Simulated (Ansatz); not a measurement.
Harmonic frequencies (cm⁻¹) at PBE0-D4/def2-TZVP from Ansatz: 59, 123, 131, 264, 321, 358, 415, 417, 417, 529, 558, 608, 621, 1552, 3534, 3618, 4001, 4001.

Each molecule was computed in one conformer, which needn't be the lowest.

Q: Which molecule is it?
A. `[NH2][Y]([OH])[OH]`
B. `[NH2][Y]([NH2])[F]`
C. `[OH][Y]([OH])[OH]`
D. `[NH2][Y]([NH2])[OH]`

A: A.
